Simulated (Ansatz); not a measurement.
A structure relaxed at r2SCAN-D4/def2-TZVPD in Ansatz, charge -1, doublet:

```xyz
3

Ti   -0.353   -0.973    0.940
Ti   -0.199   -0.350   -1.338
Ti    0.552    1.323    0.399
```

Task: Give its formula and point group.

Result: Ti₃⁻ (the lowest doublet isomer of a short search). Point group C2v (tolerance 0.1 Å).

Task: Summarise the bond lengths by kind (pairs closer than 1.2 times the sum of covalent radii, bridged metal pairs left out).

Result: 3 × Ti–Ti 2.37 to 2.53 Å.

The charge -1 doublet is spin-contaminated (final ⟨S²⟩ up to 3.74, 0.75 for a pure state). The highest occupied level of the charge -1 doublet lies above zero (up to 0.32 eV). It is a level of β spin, whose loss leaves a triplet; that state wasn't run at this geometry and level. The electron is either unbound and held by the finite basis, or the level is raised by self-interaction error. The relaxation made no stability test and no search for a lower SCF solution. At r2SCAN-D4/def2-TZVPD a quartet of charge -1 lies 0.18 eV below the doublet, each at its own geometry. That quartet is doubtful there (⟨S²⟩ 5.42, where a pure state has 3.75). The structure comes from a short search, and lower isomers may exist.
